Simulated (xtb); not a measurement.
Sn(H)2(NH2)(NMe2) (C2H10N2Sn), SMILES C[N](C)[SnH2][NH2]. All values are semi-empirical tight-binding results from xtb (GFN2-xTB unless named), good for trends rather than for accurate numbers. Geometry: GFN2-xTB. One conformer was computed; it need not be the lowest.

Optimised geometry:

Bonded distances (Å): Sn1–N2 2.015, Sn1–N3 2.038, Sn1–H6 1.668, Sn1–H7 1.736, N2–H8 1.010, N2–H9 1.012, N3–C4 1.443, N3–C5 1.443, C4–H10 1.092, C4–H11 1.097, C4–H12 1.088, C5–H13 1.092, C5–H14 1.098, C5–H15 1.087. Bond angles (°): N2–Sn1–N3 104.8, N2–Sn1–H6 106.1, N2–Sn1–H7 115.4, N3–Sn1–H6 104.1, N3–Sn1–H7 117.7, H6–Sn1–H7 107.6, Sn1–N2–H8 114.4, Sn1–N2–H9 115.8, H8–N2–H9 106.9, Sn1–N3–C4 116.5, Sn1–N3–C5 119.5, C4–N3–C5 110.8, N3–C4–H10 108.7, N3–C4–H11 113.0, N3–C4–H12 110.0, H10–C4–H11 108.1, H10–C4–H12 108.4, H11–C4–H12 108.7, N3–C5–H13 108.5, N3–C5–H14 113.1, N3–C5–H15 109.8, H13–C5–H14 107.8, H13–C5–H15 108.2, H14–C5–H15 109.4.

For metal compounds this method's bond lengths and energies can be far off.

Estimate the properties. (The exact figures need the calculation; the answer reports its results.)


```json
{
 "orbital_gap": "3.65 eV",
 "zero_point_energy": "72.3 kcal/mol",
 "G − E(el) at 298.15 K (modified RRHO)": "50.9 kcal/mol"
}
```

Give the atomic charges and the Wiberg bond orders between heavy atoms. (An estimate is asked for; the answer gives what the named calculation found.)

charges (e) Sn1 0.21, N2 -0.37, N3 -0.24, C4 -0.01, C5 -0.01, H6 0.01, H7 -0.01, H8 0.15, H9 0.16, H10 0.03, H11 0.00, H12 0.02, H13 0.03, H14 0.00, H15 0.03. Bond orders Sn1–N2 0.97, Sn1–N3 0.81, N3–C4 1.04, N3–C5 1.04.
